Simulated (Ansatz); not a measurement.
Program: Ansatz. Geometries: PBE0-D4/def2-TZVP. ΔE: electronic, gas phase. CCSD(T)/CBS is the MP2 limit (def2-TZVPP, def2-QZVPP) plus CCSD(T) − MP2 in def2-TZVPP, frozen cores. Each species was taken in one conformer, which may not be the lowest.

`OC(F)[SiH2][SiH3]` + `[SiH3]S` → `OC(F)S[SiH3]` + `[SiH3][SiH3]`  (substitution at a C–Si bond)

| species | HF/def2-TZVPP energy (Eh) |
| --- | --- |
| `OC(F)[SiH2][SiH3]` | -794.20574 |
| `[SiH3]S` | -688.83846 |
| `OC(F)S[SiH3]` | -901.67395 |
| `[SiH3][SiH3]` | -581.36542 |

**Question.** Work out ΔE.

**Answer.** ΔE = (-901.67395) + (-581.36542) − (-794.20574) − (-688.83846) = 0.00483 Eh = +0.13 eV. CCSD(T)/CBS gives +0.09 eV.

Largest T1 diagnostic among the species: 0.013.

In def2-TZVPP, CCSD(T) changes the Hartree–Fock value by −0.05 eV (the triples alone add −0.03 eV) and MP2 by −0.07 eV.
